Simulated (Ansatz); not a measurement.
**Molecular dynamics of F3Ge2H5S**

Input:

```yaml
crystal:
  periodic: [false, false, false]
  atoms:
    - { symbol: Ge, position_ang: [-0.393523, 0.002034, 0.066732] }
    - { symbol: Ge, position_ang: [-0.062103, -0.258662, 2.74925] }
    - { symbol: H, position_ang: [-0.982607, -1.258581, 3.502957] }
    - { symbol: H, position_ang: [1.327949, -0.917205, 2.560673] }
    - { symbol: H, position_ang: [0.106419, 1.042041, 3.58055] }
    - { symbol: F, position_ang: [0.996515, 1.077073, 0.240761] }
    - { symbol: F, position_ang: [-0.518546, 0.139834, -1.674233] }
    - { symbol: F, position_ang: [-0.388715, -1.765739, 0.116525] }
    - { symbol: S, position_ang: [-2.621133, 0.950062, 0.511352] }
    - { symbol: H, position_ang: [-3.079933, -0.336262, 0.483677] }
    - { symbol: H, position_ang: [-1.516226, 0.452605, 1.641956] }
basis:
  gaussian: { orbitals: def2-SVP }
hamiltonian:
  xc: pbe
md:
  timestep: 0.5
  n_steps: 200
  ensemble: nve
  temperature: 300.0
  initial_velocities: maxwell_boltzmann
  seed: 2132
```

Command:

```bash
$ ansatz run input.yaml --threads 4 --pin off --max-ram 5120MiB --backend cpu --events-out ev --progress --plain --runs-dir out
```

It starts at the highest image of a converged band. Of that band: Neighbouring images differ by up to 1.5 eV, so the band resolves the path poorly. A vibrational analysis at the climbing image gives one clearly imaginary mode, 941i cm⁻¹: a first-order saddle point.

Output, in part (one step line in 3, the closing report, with atoms numbered from 0):

```
md step     0: t =     0.00 fs  T =   300.0 K  F+E_penalty+E_count = -132051.40057176 eV  E_kin = 0.349002 eV  conserved = -132051.05156976 eV  (30 SCF iters)
md step     3: t =     1.50 fs  T =   283.9 K  F+E_penalty+E_count = -132051.38174015 eV  E_kin = 0.330291 eV  conserved = -132051.05144907 eV  (28 SCF iters)
md step     6: t =     3.00 fs  T =   249.4 K  F+E_penalty+E_count = -132051.34137745 eV  E_kin = 0.290142 eV  conserved = -132051.05123551 eV  (28 SCF iters)
md step     9: t =     4.50 fs  T =   220.5 K  F+E_penalty+E_count = -132051.30771382 eV  E_kin = 0.256531 eV  conserved = -132051.05118299 eV  (27 SCF iters)
md step    12: t =     6.00 fs  T =   203.6 K  F+E_penalty+E_count = -132051.28821419 eV  E_kin = 0.236911 eV  conserved = -132051.05130345 eV  (28 SCF iters)
md step    15: t =     7.50 fs  T =   186.4 K  F+E_penalty+E_count = -132051.26816684 eV  E_kin = 0.216804 eV  conserved = -132051.05136316 eV  (28 SCF iters)
md step    18: t =     9.00 fs  T =   163.2 K  F+E_penalty+E_count = -132051.24108558 eV  E_kin = 0.189890 eV  conserved = -132051.05119589 eV  (28 SCF iters)
md step    21: t =    10.50 fs  T =   151.4 K  F+E_penalty+E_count = -132051.22725933 eV  E_kin = 0.176179 eV  conserved = -132051.05108055 eV  (31 SCF iters)
md step    24: t =    12.00 fs  T =   163.5 K  F+E_penalty+E_count = -132051.24135515 eV  E_kin = 0.190161 eV  conserved = -132051.05119421 eV  (28 SCF iters)
md step    27: t =    13.50 fs  T =   189.5 K  F+E_penalty+E_count = -132051.27171177 eV  E_kin = 0.220429 eV  conserved = -132051.05128242 eV  (27 SCF iters)
md step    30: t =    15.00 fs  T =   220.7 K  F+E_penalty+E_count = -132051.30805123 eV  E_kin = 0.256795 eV  conserved = -132051.05125588 eV  (27 SCF iters)
md step    33: t =    16.50 fs  T =   261.2 K  F+E_penalty+E_count = -132051.35501358 eV  E_kin = 0.303827 eV  conserved = -132051.05118651 eV  (27 SCF iters)
md step    36: t =    18.00 fs  T =   317.9 K  F+E_penalty+E_count = -132051.42106973 eV  E_kin = 0.369821 eV  conserved = -132051.05124858 eV  (27 SCF iters)
md step    39: t =    19.50 fs  T =   382.5 K  F+E_penalty+E_count = -132051.49643228 eV  E_kin = 0.444953 eV  conserved = -132051.05147900 eV  (27 SCF iters)
md step    42: t =    21.00 fs  T =   432.3 K  F+E_penalty+E_count = -132051.55434764 eV  E_kin = 0.502858 eV  conserved = -132051.05148926 eV  (27 SCF iters)
md step    45: t =    22.50 fs  T =   468.7 K  F+E_penalty+E_count = -132051.59646593 eV  E_kin = 0.545220 eV  conserved = -132051.05124640 eV  (27 SCF iters)
md step    48: t =    24.00 fs  T =   517.4 K  F+E_penalty+E_count = -132051.65314696 eV  E_kin = 0.601886 eV  conserved = -132051.05126081 eV  (27 SCF iters)
md step    51: t =    25.50 fs  T =   578.8 K  F+E_penalty+E_count = -132051.72478627 eV  E_kin = 0.673289 eV  conserved = -132051.05149771 eV  (26 SCF iters)
md step    54: t =    27.00 fs  T =   628.5 K  F+E_penalty+E_count = -132051.78272440 eV  E_kin = 0.731171 eV  conserved = -132051.05155340 eV  (27 SCF iters)
md step    57: t =    28.50 fs  T =   658.3 K  F+E_penalty+E_count = -132051.81725014 eV  E_kin = 0.765884 eV  conserved = -132051.05136592 eV  (27 SCF iters)
md step    60: t =    30.00 fs  T =   685.1 K  F+E_penalty+E_count = -132051.84823657 eV  E_kin = 0.797043 eV  conserved = -132051.05119341 eV  (27 SCF iters)
md step    63: t =    31.50 fs  T =   722.8 K  F+E_penalty+E_count = -132051.89223696 eV  E_kin = 0.840883 eV  conserved = -132051.05135420 eV  (27 SCF iters)
md step    66: t =    33.00 fs  T =   754.1 K  F+E_penalty+E_count = -132051.92884304 eV  E_kin = 0.877279 eV  conserved = -132051.05156386 eV  (27 SCF iters)
md step    69: t =    34.50 fs  T =   761.1 K  F+E_penalty+E_count = -132051.93682610 eV  E_kin = 0.885472 eV  conserved = -132051.05135451 eV  (27 SCF iters)
md step    72: t =    36.00 fs  T =   767.2 K  F+E_penalty+E_count = -132051.94368449 eV  E_kin = 0.892560 eV  conserved = -132051.05112490 eV  (28 SCF iters)
md step    75: t =    37.50 fs  T =   797.4 K  F+E_penalty+E_count = -132051.97894491 eV  E_kin = 0.927671 eV  conserved = -132051.05127395 eV  (27 SCF iters)
md step    78: t =    39.00 fs  T =   838.1 K  F+E_penalty+E_count = -132052.02651220 eV  E_kin = 0.975045 eV  conserved = -132051.05146677 eV  (28 SCF iters)
md step    81: t =    40.50 fs  T =   867.5 K  F+E_penalty+E_count = -132052.06065384 eV  E_kin = 1.009188 eV  conserved = -132051.05146591 eV  (28 SCF iters)
md step    84: t =    42.00 fs  T =   884.4 K  F+E_penalty+E_count = -132052.08017810 eV  E_kin = 1.028876 eV  conserved = -132051.05130213 eV  (28 SCF iters)
md step    87: t =    43.50 fs  T =   905.6 K  F+E_penalty+E_count = -132052.10479714 eV  E_kin = 1.053573 eV  conserved = -132051.05122408 eV  (28 SCF iters)
md step    90: t =    45.00 fs  T =   938.1 K  F+E_penalty+E_count = -132052.14275813 eV  E_kin = 1.091364 eV  conserved = -132051.05139462 eV  (28 SCF iters)
md step    93: t =    46.50 fs  T =   965.9 K  F+E_penalty+E_count = -132052.17512189 eV  E_kin = 1.123702 eV  conserved = -132051.05142033 eV  (28 SCF iters)
md step    96: t =    48.00 fs  T =   987.4 K  F+E_penalty+E_count = -132052.19987981 eV  E_kin = 1.148659 eV  conserved = -132051.05122062 eV  (28 SCF iters)
md step    99: t =    49.50 fs  T =  1021.0 K  F+E_penalty+E_count = -132052.23908450 eV  E_kin = 1.187819 eV  conserved = -132051.05126576 eV  (28 SCF iters)
md step   102: t =    51.00 fs  T =  1062.9 K  F+E_penalty+E_count = -132052.28796606 eV  E_kin = 1.236531 eV  conserved = -132051.05143480 eV  (28 SCF iters)
md step   105: t =    52.50 fs  T =  1095.1 K  F+E_penalty+E_count = -132052.32542227 eV  E_kin = 1.274001 eV  conserved = -132051.05142100 eV  (28 SCF iters)
md step   108: t =    54.00 fs  T =  1118.0 K  F+E_penalty+E_count = -132052.35194750 eV  E_kin = 1.300670 eV  conserved = -132051.05127729 eV  (28 SCF iters)
md step   111: t =    55.50 fs  T =  1147.4 K  F+E_penalty+E_count = -132052.38605173 eV  E_kin = 1.334853 eV  conserved = -132051.05119856 eV  (28 SCF iters)
md step   114: t =    57.00 fs  T =  1190.2 K  F+E_penalty+E_count = -132052.43604892 eV  E_kin = 1.384647 eV  conserved = -132051.05140144 eV  (30 SCF iters)
md step   117: t =    58.50 fs  T =  1225.0 K  F+E_penalty+E_count = -132052.47670158 eV  E_kin = 1.425119 eV  conserved = -132051.05158249 eV  (27 SCF iters)
md step   120: t =    60.00 fs  T =  1235.4 K  F+E_penalty+E_count = -132052.48847421 eV  E_kin = 1.437149 eV  conserved = -132051.05132505 eV  (28 SCF iters)
md step   123: t =    61.50 fs  T =  1247.2 K  F+E_penalty+E_count = -132052.50199153 eV  E_kin = 1.450874 eV  conserved = -132051.05111777 eV  (28 SCF iters)
md step   126: t =    63.00 fs  T =  1281.8 K  F+E_penalty+E_count = -132052.54245692 eV  E_kin = 1.491150 eV  conserved = -132051.05130647 eV  (28 SCF iters)
md step   129: t =    64.50 fs  T =  1321.0 K  F+E_penalty+E_count = -132052.58822801 eV  E_kin = 1.536753 eV  conserved = -132051.05147457 eV  (28 SCF iters)
md step   132: t =    66.00 fs  T =  1345.6 K  F+E_penalty+E_count = -132052.61678352 eV  E_kin = 1.565366 eV  conserved = -132051.05141734 eV  (28 SCF iters)
md step   135: t =    67.50 fs  T =  1361.2 K  F+E_penalty+E_count = -132052.63475550 eV  E_kin = 1.583503 eV  conserved = -132051.05125258 eV  (28 SCF iters)
md step   138: t =    69.00 fs  T =  1385.0 K  F+E_penalty+E_count = -132052.66249504 eV  E_kin = 1.611224 eV  conserved = -132051.05127084 eV  (28 SCF iters)
md step   141: t =    70.50 fs  T =  1414.1 K  F+E_penalty+E_count = -132052.69666133 eV  E_kin = 1.645131 eV  conserved = -132051.05153022 eV  (28 SCF iters)
md step   144: t =    72.00 fs  T =  1423.5 K  F+E_penalty+E_count = -132052.70756583 eV  E_kin = 1.656027 eV  conserved = -132051.05153909 eV  (27 SCF iters)
md step   147: t =    73.50 fs  T =  1412.5 K  F+E_penalty+E_count = -132052.69450493 eV  E_kin = 1.643181 eV  conserved = -132051.05132427 eV  (27 SCF iters)
md step   150: t =    75.00 fs  T =  1401.3 K  F+E_penalty+E_count = -132052.68163568 eV  E_kin = 1.630246 eV  conserved = -132051.05138959 eV  (27 SCF iters)
md step   153: t =    76.50 fs  T =  1385.8 K  F+E_penalty+E_count = -132052.66370442 eV  E_kin = 1.612212 eV  conserved = -132051.05149270 eV  (28 SCF iters)
md step   156: t =    78.00 fs  T =  1355.5 K  F+E_penalty+E_count = -132052.62832783 eV  E_kin = 1.576921 eV  conserved = -132051.05140708 eV  (28 SCF iters)
md step   159: t =    79.50 fs  T =  1318.6 K  F+E_penalty+E_count = -132052.58529390 eV  E_kin = 1.534014 eV  conserved = -132051.05127963 eV  (27 SCF iters)
md step   162: t =    81.00 fs  T =  1289.8 K  F+E_penalty+E_count = -132052.55168411 eV  E_kin = 1.500445 eV  conserved = -132051.05123938 eV  (28 SCF iters)
md step   165: t =    82.50 fs  T =  1272.7 K  F+E_penalty+E_count = -132052.53196411 eV  E_kin = 1.480587 eV  conserved = -132051.05137751 eV  (28 SCF iters)
md step   168: t =    84.00 fs  T =  1254.5 K  F+E_penalty+E_count = -132052.51079161 eV  E_kin = 1.459400 eV  conserved = -132051.05139169 eV  (28 SCF iters)
md step   171: t =    85.50 fs  T =  1236.8 K  F+E_penalty+E_count = -132052.48990238 eV  E_kin = 1.438786 eV  conserved = -132051.05111614 eV  (26 SCF iters)
md step   174: t =    87.00 fs  T =  1246.6 K  F+E_penalty+E_count = -132052.50136915 eV  E_kin = 1.450240 eV  conserved = -132051.05112930 eV  (27 SCF iters)
md step   177: t =    88.50 fs  T =  1283.1 K  F+E_penalty+E_count = -132052.54412030 eV  E_kin = 1.492722 eV  conserved = -132051.05139855 eV  (28 SCF iters)
md step   180: t =    90.00 fs  T =  1318.8 K  F+E_penalty+E_count = -132052.58563323 eV  E_kin = 1.534198 eV  conserved = -132051.05143489 eV  (29 SCF iters)
md step   183: t =    91.50 fs  T =  1347.8 K  F+E_penalty+E_count = -132052.61920907 eV  E_kin = 1.567934 eV  conserved = -132051.05127458 eV  (28 SCF iters)
md step   186: t =    93.00 fs  T =  1387.2 K  F+E_penalty+E_count = -132052.66493179 eV  E_kin = 1.613772 eV  conserved = -132051.05115960 eV  (27 SCF iters)
md step   189: t =    94.50 fs  T =  1448.3 K  F+E_penalty+E_count = -132052.73613979 eV  E_kin = 1.684820 eV  conserved = -132051.05132007 eV  (28 SCF iters)
md step   192: t =    96.00 fs  T =  1512.6 K  F+E_penalty+E_count = -132052.81123308 eV  E_kin = 1.759646 eV  conserved = -132051.05158749 eV  (28 SCF iters)
md step   195: t =    97.50 fs  T =  1553.4 K  F+E_penalty+E_count = -132052.85859198 eV  E_kin = 1.807122 eV  conserved = -132051.05147011 eV  (27 SCF iters)
md step   198: t =    99.00 fs  T =  1581.2 K  F+E_penalty+E_count = -132052.89077015 eV  E_kin = 1.839498 eV  conserved = -132051.05127214 eV  (27 SCF iters)
md step   200: t =   100.00 fs  T =  1603.5 K  F+E_penalty+E_count = -132052.91678216 eV  E_kin = 1.865449 eV  conserved = -132051.05133342 eV  (28 SCF iters)
Total energy: -132052.91682329 eV, -4852.8551845741 hartree
Atom 0 at     0.048963    -0.211246     0.287574 Å, force    -0.416620    -0.047807    -1.626494 eV/Å
Atom 1 at    -0.141455    -0.224715     2.619627 Å, force     0.189955    -0.231389     1.408113 eV/Å
Atom 2 at    -1.199287    -1.137171     3.344140 Å, force     0.024559     0.493119    -0.510909 eV/Å
Atom 3 at     1.193208    -0.895383     3.017996 Å, force     0.201540    -0.035091    -0.039067 eV/Å
Atom 4 at    -0.012437     1.243099     3.082185 Å, force    -0.291394    -0.018789     0.059986 eV/Å
Atom 5 at     1.410738     0.743300    -0.279639 Å, force    -0.210607    -0.250136     0.216635 eV/Å
Atom 6 at    -1.284275     0.395248    -0.709021 Å, force     1.018548    -0.366406    -0.053214 eV/Å
Atom 7 at     0.263299    -1.841494    -0.332777 Å, force     0.078941     0.268300     0.099756 eV/Å
Atom 8 at    -3.502250     1.402824     0.366510 Å, force    -0.907600     0.266698     1.312485 eV/Å
Atom 9 at    -3.487973     0.530977    -0.638730 Å, force    -0.020924    -0.510020    -0.440569 eV/Å
Atom 10 at    -4.442466     0.666992     1.082967 Å, force     0.333602     0.431521    -0.426721 eV/Å
Dipole moment:    -0.252454    -0.175778     0.704579 e Å
```

All steps were run. The conserved energy stayed within 0.046 meV per atom of its start (net change 0.022 meV per atom), so the integration is sound. The system heated up, since it started high on the potential surface and ran downhill. A run of 0.1 ps of so small a system gives no equilibrium averages. The orbitals stay closed-shell, which can raise the energy where a bond breaks towards radicals; this wasn't checked here.

The step under study would form Ge1–S9, Ge2–H11 and break Ge1–Ge2, S9–H11. These pairs go: Ge1–S9 2.46 → 3.90 Å, Ge2–H11 1.96 → 4.65 Å, Ge1–Ge2 2.72 → 2.34 Å, S9–H11 1.66 → 1.39 Å. In the last frame they stand as before the step (other bonds may differ from the relaxed reactants and products). It ends as F3Ge2H3 + H2S. Pairs count as bonded within 1.25 times the sum of covalent radii (0.12 Å more for H–H).

Last frame:

```xyz
11
Properties=species:S:1:pos:R:3
Ge 0.049 -0.211 0.288
Ge -0.141 -0.225 2.620
H -1.199 -1.137 3.344
H 1.193 -0.895 3.018
H -0.012 1.243 3.082
F 1.411 0.743 -0.280
F -1.284 0.395 -0.709
F 0.263 -1.841 -0.333
S -3.502 1.403 0.366
H -3.488 0.531 -0.639
H -4.442 0.667 1.083
```

Run time: 9.6 min on 4 threads of Arm Neoverse N1, on a shared host, peak memory 0.23 GiB.
